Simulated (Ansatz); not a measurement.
The pair A = H3NSe (SMILES N[SeH]) (first 5 atoms), B = H2O (SMILES O); geometry from B3LYP-D3(BJ)/def2-TZVP.
(charge 0, multiplicity 1):
```json
[
 {"atom": "N", "x (Å)": "-1.0729", "y (Å)": "0.4048", "z (Å)": "0.5021"},
 {"atom": "Se", "x (Å)": "0.3916", "y (Å)": "-0.4501", "z (Å)": "-0.2918"},
 {"atom": "H", "x (Å)": "-1.1449", "y (Å)": "1.3628", "z (Å)": "0.1817"},
 {"atom": "H", "x (Å)": "-1.9332", "y (Å)": "-0.0862", "z (Å)": "0.2924"},
 {"atom": "H", "x (Å)": "-0.0313", "y (Å)": "-0.3951", "z (Å)": "-1.7133"},
 {"atom": "O", "x (Å)": "-0.2033", "y (Å)": "0.3688", "z (Å)": "3.3345"},
 {"atom": "H", "x (Å)": "-0.5786", "y (Å)": "0.3941", "z (Å)": "2.4366"},
 {"atom": "H", "x (Å)": "-0.3025", "y (Å)": "-0.5421", "z (Å)": "3.6269"}
]
```

Frozen-core correlation. Filled d and f shells under p-block atoms count as core. MP2 and its Hartree–Fock in aug-cc-pVQZ, aug-cc-pVTZ are density fitted.

Run with Ansatz (Gaussian basis) for Hartree–Fock, density functionals and correlated methods. 

The counterpoise-corrected interaction energy is E(AB) − E(A in the pair's basis) − E(B in the pair's basis). Total energies (hartree):

```tsv
level	AB	A in the pair's basis	B in the pair's basis
HF/aug-cc-pVTZ	-2532.1495214	-2456.0855663	-76.0597484
MP2/aug-cc-pVTZ	-2532.8119049	-2456.4747060	-76.3291624
HF/aug-cc-pVQZ	-2532.1615257	-2456.0922453	-76.0650323
MP2/aug-cc-pVQZ	-2532.8662836	-2456.5061990	-76.3517630
MP2/aug-cc-pVDZ	-2532.5829552	-2456.3142258	-76.2614152
CCSD(T)/aug-cc-pVDZ	-2532.6340269	-2456.3525826	-76.2744742
```

Task: Work out the counterpoise-corrected interaction energy at the basis-set limit: extrapolate the MP2 correlation part as X⁻³, take Hartree–Fock from the larger set, and add the CCSD(T) − MP2 difference of aug-cc-pVDZ.

Result: 
1. Differences (1 hartree = 627.509 kcal/mol): HF/aug-cc-pVTZ -2.640; MP2/aug-cc-pVTZ -5.043; HF/aug-cc-pVQZ -2.666; MP2/aug-cc-pVQZ -5.222; MP2/aug-cc-pVDZ -4.590; CCSD(T)/aug-cc-pVDZ -4.374.
2. Correlation parts, MP2 less HF: -2.403 in aug-cc-pVTZ (X = 3), -2.556 in aug-cc-pVQZ (X = 4).
3. Limit (4³·(-2.556) − 3³·(-2.403))/(4³ − 3³) = -2.668; with HF/aug-cc-pVQZ it gives -5.333.
4. CCSD(T) less MP2 in aug-cc-pVDZ: 0.216.
Result: -5.12 kcal/mol, against -5.04 at MP2/aug-cc-pVTZ. It is an estimate of this method's limit, not of the exact value.

Ansatz is an electronic-structure program.
